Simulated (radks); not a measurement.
Q: Re54+, configuration [Ar] 3d3. All-electron calculation, scalar-relativistic Kohn-Sham, LDA (Slater exchange, VWN5 correlation), spin-polarised, spherical densities, finite nucleus; open shells are filled with parallel spins first (spin-orbit coupling, left out, can overturn this in heavy ions); Fermi nuclear charge, rms radius 5.3698 fm. Program: a radial shooting solver on a logarithmic mesh with Libxc functionals. Some entries of the table are withheld. Estimate them.

orbital,occ.,eigenvalue (Ry),r(max) (bohr),<r> (bohr)
1s up,1,-5529.804,0.01125,0.01805
1s down,1,-5529.766,0.01125,0.01805
2s up,1,-1175.452,0.06441,0.07582
2s down,1,-1174.226,0.06438,0.07577
2p up,3,-1061.014,0.05286,0.06787
2p down,3,-1060.015,0.05283,0.06781
3s up,1,-444.2712,(1),0.1872
3s down,1,-442.9216,(2),0.1875
3p up,3,-410.3796,0.1730,0.1850
3p down,3,-409.0178,0.1732,0.1853
3d up,3,-377.6929,0.1382,0.1644
3d down,0,-375.9967,0.1384,0.1647

A: 
(1) 3s up r(max) (bohr): 0.1762
(2) 3s down r(max) (bohr): 0.1763
